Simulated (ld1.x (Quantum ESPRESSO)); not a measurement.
Configuration tests for Mo (Z = 42) (TM)

molybdenum, norm-conserving Troullier–Martins (Kleinman–Bylander form), made with ld1.x (Quantum ESPRESSO) 7.5 (PBEsol, scalar-relativistic). Core [Kr], reference 4d5.5 5s0.5 5p0. Waves: 5s (bound): rc 2.60 bohr; 4d (bound): rc 1.65 bohr; 5p (bound, empty): rc 3.25 bohr. Local part: the p channel. Core correction: a·sin(br)/r model core, default radius (core density twice the valence density).

Energies are relative to the spin-unpolarised reference configuration 4d5.5 5s0.5 5p0; without spin polarisation the order of configurations can differ from experiment.

Give the all-electron excitation energy and the error of the potential for: 4d5 5s1 5p0; 4d5 5s0 5p0; 4d4 5s0 5p0; 4d4 5s1 5p1; 4d2 5s0 5p0; 4d3 5s0 5p0; 4d6 5s0 5p0.

```tsv
valence configuration	charge	ΔE all-electron (eV)	error AE − PS (meV)
4d5 5s1 5p0	0	-0.287	-22
4d5 5s0 5p0	+1	6.618	-26
4d4 5s0 5p0	+2	22.073	-325
4d4 5s1 5p1	0	3.475	-258
4d2 5s0 5p0	+4	88.272	-2519
4d3 5s0 5p0	+3	48.797	-1138
4d6 5s0 5p0	0	0.487	-19
```

Levels in the configuration 4d4 5s0 5p0:

```
level  all-electron (eV)  pseudo (eV)
   4d            -20.813      -21.346
```
